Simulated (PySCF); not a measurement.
## Working out the ionisation energy of Sr⁺

Sr⁺ [Kr] 5s1 (2S) → Sr²⁺ [Kr] (1S). Computed with PySCF 2.14 in x2c-TZVPPall with one added diffuse shell each of s, p, d, f type (9s7p7d3f1g, 95 functions), with the spin-free X2C one-electron Hamiltonian (Gaussian nucleus). Frozen: [Ar] 3d10. Energies in hartree (1 hartree = 27.21139 eV):

```
            part   Sr⁺ (lower)  Sr²⁺ (upper)
             UHF  -3177.145192  -3176.761131
CCSD correlation     -0.203198     -0.185710
             (T)     -0.005397     -0.004094
```

Task: What does Hartree-Fock give?

Result: (-3176.761131) − (-3177.145192) = 0.384061 hartree = 10.451 eV.

Task: What do CCSD and CCSD(T) give?

Result: The CCSD correlation energies differ by 0.017488 hartree = 0.476 eV and the triples by 0.001303 hartree = 0.035 eV, so CCSD gives 10.927 eV and CCSD(T) 10.962 eV.

Measured between the centres of the two terms (NIST): 11.030 eV, so CCSD(T) (valence and next inner shell) is off by -0.068 eV.

What remains against the reference includes basis incompleteness, the frozen core and higher excitations.
